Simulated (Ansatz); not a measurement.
methyl(silylsulfanyl)silane (CH₈SSi₂), SMILES C[SiH2]S[SiH3].

Coordinates come from a B3LYP-D3(BJ)/def2-SVP optimisation. One conformer was computed; it need not be the lowest.

Two levels are set side by side: PBE/def2-SVPD (Ansatz, an electronic-structure program) and CAM-B3LYP/def2-SVPD (Ansatz). Energy differences of separate SCF runs at the same geometry; the states with an electron removed or added have multiplicity 2 and 2. Differences are taken from unrounded values.

```csv
quantity,PBE
vertical ionisation energy (eV),9.07
vertical singlet–triplet gap (eV),5.21
```

Q: These are the PBE values. What does CAM-B3LYP give? (An estimate is asked for; the answer gives what the named calculation found.)

A: 
```csv
quantity,CAM-B3LYP,PBE minus CAM-B3LYP
vertical ionisation energy (eV),9.36,-0.29
vertical singlet–triplet gap (eV),5.76,-0.55
```
